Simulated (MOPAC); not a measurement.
MOPAC input (AM1):

```
AM1 1SCF CHARGE=-1 GEO-OK AUX(PRECISION=9) THREADS=1
CH5GeS

C    -2.11124100 1   -0.26009600 1   -0.76618500 1
S    -1.06923500 1   -0.37870500 1    0.72893500 1
Ge    1.09904600 1    0.23458900 1   -0.04974300 1
H    -2.08737300 1    0.75584900 1   -1.16471500 1
H    -1.74293100 1   -0.93723400 1   -1.53908300 1
H    -3.14501700 1   -0.52479600 1   -0.52021300 1
H     1.01720300 1   -0.70465200 1   -1.37140800 1
H     0.56384000 1    1.52382600 1   -0.87865600 1
```

Output:

```
 *******************************************************************************
 **                                                                           **
 **                              MOPAC v23.2.5                                **
 **                                                                           **
 *******************************************************************************
 ** MOPAC's Digital Object Identifier: https://doi.org/10.5281/zenodo.6511958 **
 **                                                                           **
 ** Please cite the open-source release paper for use of this MOPAC version:  **
 ** J. E. Moussa and J. J. P. Stewart (2026)                                  **
 ** MOPAC: An open-source semiempirical molecular orbital program             **
 ** J. Open Source Softw., 11(119), 8025, https://doi.org/10.21105/joss.08025 **
 *******************************************************************************

                              AM1 CALCULATION RESULTS

 *******************************************************************************
 *  AM1        - The AM1 Hamiltonian to be used
 *  GEO-OK     - OVERRIDE INTERATOMIC DISTANCE AND OTHER SAFETY CHECKS
 *
 *
 *
 *                 CHARGE ON SYSTEM = -1
 *
 *
 *
 *  1SCF       - DO 1 SCF AND THEN STOP
 *  AUX        - OUTPUT AUXILIARY INFORMATION
 *******************************************************************************
AM1 1SCF CHARGE=-1 GEO-OK AUX(PRECISION=9) THREADS=1
 CH5GeS

   ATOM   CHEMICAL          X               Y               Z
  NUMBER   SYMBOL      (ANGSTROMS)     (ANGSTROMS)     (ANGSTROMS)

     1       C         -2.11124100  *  -0.26009600  *  -0.76618500  *
     2       S         -1.06923500  *  -0.37870500  *   0.72893500  *
     3      Ge          1.09904600  *   0.23458900  *  -0.04974300  *
     4       H         -2.08737300  *   0.75584900  *  -1.16471500  *
     5       H         -1.74293100  *  -0.93723400  *  -1.53908300  *
     6       H         -3.14501700  *  -0.52479600  *  -0.52021300  *
     7       H          1.01720300  *  -0.70465200  *  -1.37140800  *
     8       H          0.56384000  *   1.52382600  *  -0.87865600  *

          CARTESIAN COORDINATES

    NO.       ATOM           X           Y           Z

     1         C         -2.1112     -0.2601     -0.7662
     2         S         -1.0692     -0.3787      0.7289
     3        Ge          1.0990      0.2346     -0.0497
     4         H         -2.0874      0.7558     -1.1647
     5         H         -1.7429     -0.9372     -1.5391
     6         H         -3.1450     -0.5248     -0.5202
     7         H          1.0172     -0.7047     -1.3714
     8         H          0.5638      1.5238     -0.8787

  H: (AM1): M.J.S. DEWAR ET AL, J. AM. CHEM. SOC. 107 3902-3909 (1985)
  C: (AM1): M.J.S. DEWAR ET AL, J. AM. CHEM. SOC. 107 3902-3909 (1985)
  S: (AM1): M.J.S. DEWAR, Y-C YUAN, INORGANIC CHEMISTRY, 29, 3881:3890,  (1990)
 Ge: (AM1): M.J.S.Dewar and C.Jie, Organometallics, 8, 1544, (1989)

           Empirical Formula: C H5 S Ge  =     8 atoms

      MOLECULAR POINT GROUP   :   Cs

      RHF CALCULATION, NO. OF DOUBLY OCCUPIED LEVELS = 10

 -------------------------------------------------------------------------------
 AM1 1SCF CHARGE=-1 GEO-OK AUX(PRECISION=9) THREADS=1
 CH5GeS

     1SCF WAS SPECIFIED, SO BFGS WAS NOT USED
     SCF FIELD WAS ACHIEVED

                              AM1 CALCULATION
                                                       MOPAC v23.2.5 Linux

          FINAL HEAT OF FORMATION =        -10.61048 KCAL/MOL =     -44.39425 KJ/MOL

          COSMO AREA              =        123.68 SQUARE ANGSTROMS
          COSMO VOLUME            =        115.62 CUBIC ANGSTROMS

          IONIZATION POTENTIAL    =          2.662186 EV
          HOMO LUMO ENERGIES (EV) =         -2.662  4.296
          NO. OF FILLED LEVELS    =         10
          MOLECULAR WEIGHT        =        121.7005         POINT GROUP:  Cs

          MOLECULAR DIMENSIONS (Angstroms)

            Atom       Atom       Distance
            H     6   Ge     3     4.33706
            S     2    H     8     2.40512
            H     7    H     8     2.03653

          SCF CALCULATIONS        =          1

   ATOM   CHEMICAL          X               Y               Z
  NUMBER   SYMBOL      (ANGSTROMS)     (ANGSTROMS)     (ANGSTROMS)

     1       C         -2.11124100  *  -0.26009600  *  -0.76618500  *
     2       S         -1.06923500  *  -0.37870500  *   0.72893500  *
     3      Ge          1.09904600  *   0.23458900  *  -0.04974300  *
     4       H         -2.08737300  *   0.75584900  *  -1.16471500  *
     5       H         -1.74293100  *  -0.93723400  *  -1.53908300  *
     6       H         -3.14501700  *  -0.52479600  *  -0.52021300  *
     7       H          1.01720300  *  -0.70465200  *  -1.37140800  *
     8       H          0.56384000  *   1.52382600  *  -0.87865600  *

                             CARTESIAN COORDINATES

   1    C       -2.111241000    -0.260096000    -0.766185000
   2    S       -1.069235000    -0.378705000     0.728935000
   3   Ge        1.099046000     0.234589000    -0.049743000
   4    H       -2.087373000     0.755849000    -1.164715000
   5    H       -1.742931000    -0.937234000    -1.539083000
   6    H       -3.145017000    -0.524796000    -0.520213000
   7    H        1.017203000    -0.704652000    -1.371408000
   8    H        0.563840000     1.523826000    -0.878656000

           Empirical Formula: C H5 S Ge  =     8 atoms

      MOLECULAR POINT GROUP   :   Cs

                  EIGENVALUES
 -25.64959 -12.15292 -10.81524 -10.36001  -8.58269  -7.66878  -5.61671  -5.30144
  -3.97194  -2.66219   4.29608   5.87321   5.92170   7.90272   8.07003   8.12867
   8.56748

              NET ATOMIC CHARGES AND DIPOLE CONTRIBUTIONS

  ATOM NO.   TYPE          CHARGE      No. of ELECS.   s-Pop       p-Pop
    1          C          -0.219634        4.2196     1.22426     2.99538
    2          S          -0.380518        6.3805     1.90143     4.47909
    3         Ge          -0.435658        4.4357     1.00769     3.42797
    4          H           0.063277        0.9367     0.93672
    5          H           0.063277        0.9367     0.93672
    6          H           0.061506        0.9385     0.93849
    7          H          -0.076125        1.0761     1.07612
    8          H          -0.076125        1.0761     1.07612
 DIPOLE           X         Y         Z       TOTAL
 POINT-CHG.    -0.209     0.040    -0.374     0.430
 HYBRID        -2.678    -0.035    -2.304     3.533
 SUM           -2.887     0.005    -2.678     3.938

          ATOMIC ORBITAL ELECTRON POPULATIONS

     Atom    s        px        py        pz
    1  C   1.22426   0.98607   1.01584   0.99347
    2  S   1.90143   1.33841   1.93671   1.20396
    3 Ge   1.00769   1.33776   0.94466   1.14555
    4  H   0.93672
    5  H   0.93672
    6  H   0.93849
    7  H   1.07612
    8  H   1.07612

 **********************
 *                    *
 * JOB ENDED NORMALLY *
 *                    *
 **********************

 == MOPAC DONE ==
```

The dipole moment of an ion depends on the origin.

The geometry given is a B3LYP-D3(BJ)/def2-TZVP minimum.
